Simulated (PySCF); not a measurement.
Vertical excitation energies

C₈H₁₁ (charge +1).
SMILES: `C=CCC#C[C+](C)C`

The calculation used PySCF 2.14.0, density-fitted response routines, TDDFT PBE0/def2-SVPD, vertical, gas phase, core orbitals frozen in the response. One conformer (not necessarily the lowest) at the GFN2-xTB geometry, without solvent, vibrations or thermal averaging. Torsions of this conformer, `[CH2:1]=[CH:2][CH2:3][C:4]#[C:5][C+:6]([CH3:7])[CH3:8]`: C1–C2–C3–C4 -158°.

| state | E (eV) | λ (nm) | ν̃ (cm⁻¹) | f | \|μ\| (D) | main configurations (H = HOMO, L = LUMO) |
| --- | --- | --- | --- | --- | --- | --- |
| S1 | 2.21 | 560.5 | 17840 | 0.064 | 2.76 | H→L (99%) |
| S2 | 2.79 | 443.8 | 22530 | 0.0030 | 0.53 | H-1→L (95%) |
| S3 | 4.62 | 268.6 | 37220 | 0.0035 | 0.45 | H-3→L (90%) |
| S4 | 4.98 | 248.7 | 40200 | 0.392 | 4.55 | H-2→L (87%) |
| S5 | 5.56 | 223.1 | 44830 | 0.0006 | 0.17 | H-4→L (94%) |
| S6 | 5.96 | 208.1 | 48040 | 0.0076 | 0.58 | H-6→L (74%), H-5→L (21%) |

Triplets, Tamm–Dancoff:

| state | E (eV) | λ (nm) | main configurations (H = HOMO, L = LUMO) |
| --- | --- | --- | --- |
| T1 | 1.90 | 651.3 | H→L (97%) |
| T2 | 2.45 | 506.2 | H-1→L (93%) |

The lowest singlet comes at 561 nm (213 kJ/mol) in the visible; it is of moderate strength; its leading configuration is HOMO→LUMO (99%). The most intense listed level is S4 at 4.98 eV (249 nm, f = 0.392), 2.77 eV above S1. Löwdin shares by element: HOMO carbon 84% or more (atoms not listed hold the other 17%); LUMO carbon 75% or more (atoms not listed hold the other 25%). Orbital energies (eV): HOMO-3 -14.00, HOMO-2 -13.91, HOMO-1 -12.91, HOMO -11.34, LUMO -8.40, LUMO+1 -4.09, LUMO+2 -3.55. Weighted by f, the mean energy of these states is 4.61 eV. The oscillator strengths of these states sum to 0.471; summed over the whole spectrum of an exact calculation they would give the number of electrons, 58 (Thomas–Reiche–Kuhn). 2 computed singlets (S1 to S2) lie in the visible range (380 to 750 nm), the largest f among them at 561 nm, f = 0.064; light of that wavelength is green to yellow-green, and its complementary colour is purple to violet; a Tamm–Dancoff triplet lies at 651 nm, without intensity as long as spin–orbit coupling is left out. The window holds the lowest 6 singlets.
